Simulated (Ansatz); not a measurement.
Total energies of CH₄NOSb, SMILES `C=[N][SbH][OH]`.

Z-matrix (Å, degrees):
```
C
N 1 1.259
H 1 1.097 2 119.0
H 1 1.099 2 124.8 3 179.2
Sb 2 2.050 1 119.8 3 178.8
O 5 1.976 2 98.6 1 12.1
H 5 1.712 2 91.0 1 104.7
H 6 0.960 5 111.0 2 -116.9
```

The species carries charge 0 and has multiplicity 1. Correlated methods include outer-core shells of Sb, which these sets cover unevenly. Sb: def2 effective core potential. Geometry: relaxed with PBE0-D4/def2-TZVP. It is one conformer, not always the lowest. Basis def2-TZVPP, Ansatz.

RPA on PBE orbitals: Hartree–Fock energy of these orbitals -408.75881 Eh, correlation -1.44224 Eh (frozen core).

```json
{"functional": "PBE", "energy without D4 (Eh)": "-410.59636", "D4 term (kJ/mol)": "-16.9"}
{"functional": "revPBE", "energy without D4 (Eh)": "-410.79256", "D4 term (kJ/mol)": "-50.0"}
{"functional": "BLYP", "energy without D4 (Eh)": "-410.70781", "D4 term (kJ/mol)": "-37.3"}
{"functional": "r2SCAN", "energy without D4 (Eh)": "-410.79713", "D4 term (kJ/mol)": "-3.9"}
{"functional": "B97M-V", "energy without D4 (Eh)": "-410.76379", "D4 term (kJ/mol)": "–"}
{"functional": "PBE0", "energy without D4 (Eh)": "-410.60458", "D4 term (kJ/mol)": "-14.2"}
{"functional": "r2SCAN0", "energy without D4 (Eh)": "-410.73526", "D4 term (kJ/mol)": "-4.6"}
{"functional": "HSE06 (plane-wave form)", "energy without D4 (Eh)": "-410.59449", "D4 term (kJ/mol)": "-13.2"}
{"functional": "BHLYP", "energy without D4 (Eh)": "-410.62811", "D4 term (kJ/mol)": "-21.8"}
{"functional": "CAM-B3LYP", "energy without D4 (Eh)": "-410.71327", "D4 term (kJ/mol)": "-14.4"}
{"functional": "ωB97X-V", "energy without D4 (Eh)": "-410.71787", "D4 term (kJ/mol)": "–"}
{"functional": "ωB97M-V", "energy without D4 (Eh)": "-410.69391", "D4 term (kJ/mol)": "–"}
{"functional": "B2PLYP", "energy without D4 (Eh)": "-410.46154", "D4 term (kJ/mol)": "–"}
{"functional": "PBE-QIDH", "energy without D4 (Eh)": "-410.37835", "D4 term (kJ/mol)": "–"}
```

Q: Give the same for LDA (SPW92), B3LYP, r2SCANh, LC-ωPBE. (Estimate.)

A: Computed: 
```
 functional  energy without D4 (Eh)  D4 term (kJ/mol)
LDA (SPW92)              -409.07060                 –
      B3LYP              -410.88122             -27.5
    r2SCANh              -410.77185              -4.2
    LC-ωPBE              -410.71360                 –
```

B3LYP takes the VWN-RPA correlation (the form of Gaussian; ORCA's B3LYP/G). HSE06 is the plane-wave form, built on full-range PBE exchange. The double hybrids freeze the cores in their second-order part.

LC-ωPBE has ω = 0.4 bohr⁻¹.
